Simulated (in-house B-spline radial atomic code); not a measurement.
How G0W0 and RPA depend on the start: Ge17+

Configuration [Ne] 3s2 3p3, highest spin. Computed with a B-spline radial code for spherical atoms: all electrons, non-relativistic, point nucleus, each spin shell either full or empty, empty states to l = 9 with an (l + 1/2)⁻⁴ tail; G0W0 by contour deformation at full frequency.

```csv
start,mean-field 3p up (eV),G0W0 (eV),QP weight,RPA correlation (Eh)
Hartree-Fock,-658.28,-658.96,0.983,-0.98466
PBE,-637.62,?,?,?
HSE06,-642.60,?,?,?
LDA VWN5,-637.09,-658.50,0.966,-1.1011
TPSS,-638.17,-658.50,0.968,-1.0934
```

**Question.** What G0W0 level, weight and RPA correlation energy follow from the PBE start?

**Answer.** G0W0 level -658.44 eV, weight 0.967, RPA correlation -1.0988 hartree.

**Question.** What G0W0 level, weight and RPA correlation energy follow from the HSE06 start?

**Answer.** G0W0 level -658.62 eV, weight 0.973, RPA correlation -1.0658 hartree.

**Question.** How much of the dependence on the start does G0W0 remove?

**Answer.** The mean-field levels span 21.2 eV and the G0W0 levels 0.52 eV. Against 662.8 ± 1.9 eV (NIST, semi-empirical) the G0W0 removal energies are off by -4.36 to -3.84 eV, with relativity, Breit and QED terms left out.
